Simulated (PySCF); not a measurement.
Structure with atom numbers: `[CH3:1][C@@H:2]1[SiH2:3][C@@H:4]([F:5])[Si@H:6]1[C:7]#[N:8]` (H(Xn): hydrogen on atom n). Ha(Si3) is cis to C1 on the ring; Hb(Si3) is trans to C1 on the ring.

- PBE0/pcSseg-1 with gauge-including orbitals
- geometry: GFN2-xTB
- run in PySCF 2.14
- in vacuum, equivalent nuclei averaged, non-relativistic, single conformer

Task: List the cross peaks expected in HSQC, COSY and HMBC spectra.

Result: 

HSQC (one-bond C–H):
```csv
δH,δC
5.99 (H(C4)),88.0 (C4)
1.70 (H(C2)),9.8 (C2)
1.32 (H(C1)),15.6 (C1)
```

COSY cross peaks (H two or three bonds apart, from the bond graph; peaks can be absent where the dihedral angle is near 90°):
```csv
δH,δH
5.99 (H(C4)),5.10 (Hb(Si3))
5.99 (H(C4)),4.98 (H(Si6))
5.99 (H(C4)),4.69 (Ha(Si3))
5.10 (Hb(Si3)),4.69 (Ha(Si3))
5.10 (Hb(Si3)),1.70 (H(C2))
4.98 (H(Si6)),1.70 (H(C2))
4.69 (Ha(Si3)),1.70 (H(C2))
1.70 (H(C2)),1.32 (H(C1))
```

HMBC (two and three bonds, from the bond graph):
```csv
δH,δC
5.99 (H(C4)),"122.8 (C7), 9.8 (C2)"
5.10 (Hb(Si3)),"88.0 (C4), 15.6 (C1), 9.8 (C2)"
4.98 (H(Si6)),"122.8 (C7), 88.0 (C4), 15.6 (C1), 9.8 (C2)"
4.69 (Ha(Si3)),"88.0 (C4), 15.6 (C1), 9.8 (C2)"
1.70 (H(C2)),"122.8 (C7), 88.0 (C4), 15.6 (C1)"
1.32 (H(C1)),9.8 (C2)
```

References, each an isolated molecule treated in the same way: ¹H (σref 31.72), ¹³C (σref 186.93) vs TMS.

Shifts are as computed. Against solution values, carbons near 30 ppm lie about +3 ppm off and those near 130 ppm about +5 ppm. Of 1211 compounds with measured shifts, 218 miss one by over three times the rms of a fit or turn the order of signals round; such compounds aren't used in these exercises.
